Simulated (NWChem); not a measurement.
Molecule: BH2S2F; SMILES FB(S)S

```xyz
6

B      0.0000     0.0000    -0.3631
F      0.0000     0.0000    -1.6903
S      1.6304     0.0000     0.4256
H      1.2045     0.0000     1.7042
S     -1.6304     0.0000     0.4256
H     -1.2045     0.0000     1.7042
```
Atoms are numbered in this order, from 1.

Computed with NWChem. Medium grid unless said otherwise, to which SCAN and Minnesota functionals are sensitive. The geometry was optimised at PBE0/def2-SVP.

For level RPBE/def2-SVP:

```yaml
highest occupied level (eV): -6.38
orbital gap (eV): 5.25
dipole (D): 2.22
```

### Question
Estimate the same quantities for level MN15-L/def2-SVP.

### Answer
The highest occupied level (eV) comes out as -7.00, the orbital gap (eV) comes out as 6.23 and the dipole (D) is 2.40.
